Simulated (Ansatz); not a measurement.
`CC1(C)c2ccccc2-c2ccccc21`. Charge 0, multiplicity 3. Geometry PBE0-D4/def2-SVP, that of the neutral singlet; atoms count from 1.

Cartesian coordinates in Å:
```
C -0.915 -2.191 -0.474
C 0.127 -1.067 -0.523
C 1.352 -1.502 -1.335
C -0.473 0.213 -1.078
C -1.019 0.442 -2.335
C -1.520 1.711 -2.637
C -1.475 2.737 -1.689
C -0.928 2.513 -0.426
C -0.428 1.246 -0.126
C 0.193 0.723 1.091
C 0.470 1.337 2.313
C 1.079 0.587 3.318
C 1.408 -0.754 3.105
C 1.131 -1.368 1.880
C 0.523 -0.626 0.876
H -1.798 -1.884 0.107
H -0.492 -3.094 -0.007
H -1.247 -2.459 -1.489
H 2.104 -0.700 -1.373
H 1.821 -2.392 -0.886
H 1.065 -1.755 -2.367
H -1.060 -0.354 -3.083
H -1.951 1.904 -3.622
H -1.870 3.724 -1.942
H -0.892 3.317 0.313
H 0.214 2.385 2.482
H 1.303 1.052 4.281
H 1.887 -1.327 3.902
H 1.392 -2.418 1.723
```

At PBE0-D4/def2-SVP a singlet of charge 0 lies 3.47 eV below the triplet at the same geometry.

(1) Estimate the Mulliken populations from the PBE0/def2-SVP orbitals of Ansatz.

(2) Where does the spin sit?

(3) And the Mayer bond orders between heavy atoms (over 0.3)?

Answers

(1) 
```json
{"atom": "C1", "charge (e)": "0.05", "spin (α − β)": "0.01"}
{"atom": "C2", "charge (e)": "-0.32", "spin (α − β)": "-0.06"}
{"atom": "C3", "charge (e)": "0.05", "spin (α − β)": "0.01"}
{"atom": "C4", "charge (e)": "0.03", "spin (α − β)": "0.25"}
{"atom": "C5", "charge (e)": "-0.05", "spin (α − β)": "-0.12"}
{"atom": "C6", "charge (e)": "-0.02", "spin (α − β)": "0.55"}
{"atom": "C7", "charge (e)": "0.00", "spin (α − β)": "-0.17"}
{"atom": "C8", "charge (e)": "-0.05", "spin (α − β)": "0.32"}
{"atom": "C9", "charge (e)": "0.04", "spin (α − β)": "0.23"}
{"atom": "C10", "charge (e)": "0.04", "spin (α − β)": "0.23"}
{"atom": "C11", "charge (e)": "-0.05", "spin (α − β)": "0.32"}
{"atom": "C12", "charge (e)": "0.00", "spin (α − β)": "-0.17"}
{"atom": "C13", "charge (e)": "-0.02", "spin (α − β)": "0.55"}
{"atom": "C14", "charge (e)": "-0.05", "spin (α − β)": "-0.12"}
{"atom": "C15", "charge (e)": "0.03", "spin (α − β)": "0.25"}
{"atom": "H16", "charge (e)": "0.05", "spin (α − β)": "0.00"}
{"atom": "H17", "charge (e)": "0.04", "spin (α − β)": "0.00"}
{"atom": "H18", "charge (e)": "0.04", "spin (α − β)": "0.00"}
{"atom": "H19", "charge (e)": "0.05", "spin (α − β)": "0.00"}
{"atom": "H20", "charge (e)": "0.04", "spin (α − β)": "0.00"}
{"atom": "H21", "charge (e)": "0.04", "spin (α − β)": "0.00"}
{"atom": "H22", "charge (e)": "0.00", "spin (α − β)": "0.00"}
{"atom": "H23", "charge (e)": "0.02", "spin (α − β)": "-0.03"}
{"atom": "H24", "charge (e)": "0.02", "spin (α − β)": "0.00"}
{"atom": "H25", "charge (e)": "0.00", "spin (α − β)": "-0.02"}
{"atom": "H26", "charge (e)": "0.00", "spin (α − β)": "-0.02"}
{"atom": "H27", "charge (e)": "0.02", "spin (α − β)": "0.00"}
{"atom": "H28", "charge (e)": "0.02", "spin (α − β)": "-0.03"}
{"atom": "H29", "charge (e)": "0.00", "spin (α − β)": "0.00"}
```
Mulliken values depend strongly on the basis.

(2) Summed by element: C 2.06, H -0.06, of 2 unpaired in all. Largest on single atoms: C6 0.55, C13 0.55, C8 0.32.

(3) C1–C2 1.03 (1.53 Å); C2–C3 1.03 (1.53 Å); C2–C4 0.95 (1.52 Å); C2–C15 0.95 (1.52 Å); C4–C5 1.57 (1.39 Å); C4–C9 1.15 (1.41 Å); C5–C6 1.19 (1.40 Å); C6–C7 1.24 (1.40 Å); C7–C8 1.52 (1.39 Å); C8–C9 1.11 (1.39 Å); C9–C10 1.33 (1.46 Å); C10–C11 1.11 (1.39 Å); C10–C15 1.15 (1.41 Å); C11–C12 1.52 (1.39 Å); C12–C13 1.24 (1.40 Å); C13–C14 1.19 (1.40 Å); C14–C15 1.57 (1.39 Å).
